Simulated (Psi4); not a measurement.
Two rigid molecules brought together: CH3Cl ··· F4Si (SMILES CCl and F[Si](F)(F)F). Monomers: optimised at B3LYP-D3(BJ) (def2-TZVP), held rigid. Orientation: lowest of the rigid-body minima from ten starts at GFN2-xTB. Only R, the distance of the centres of mass, is varied, so the lowest point isn't the relaxed dimer.

Methods: HF/aug-cc-pVDZ, counterpoise-corrected (Psi4); SAPT0/jun-cc-pVDZ, frozen core (Psi4).

Interaction energies in kJ/mol:

```
R / Å  HF/aug-cc-pVDZ
-----  --------------
2.98            44.06
3.15            22.72
3.41             6.60
3.58             1.84
3.76            -0.68
4.00            -1.95
4.27            -2.13
4.60            -1.79
5.09            -1.17
5.78            -0.61
6.77            -0.26
8.08            -0.10
```

Q: Predict the corresponding SAPT0/jun-cc-pVDZ column.

A: 2.98: 23.36; 3.15: 7.33; 3.41: -3.29; 3.58: -5.65; 3.76: -6.32; 4.00: -5.89; 4.27: -4.83; 4.60: -3.53; 5.09: -2.12; 5.78: -1.06; 6.77: -0.44; 8.08: -0.17 (kJ/mol).
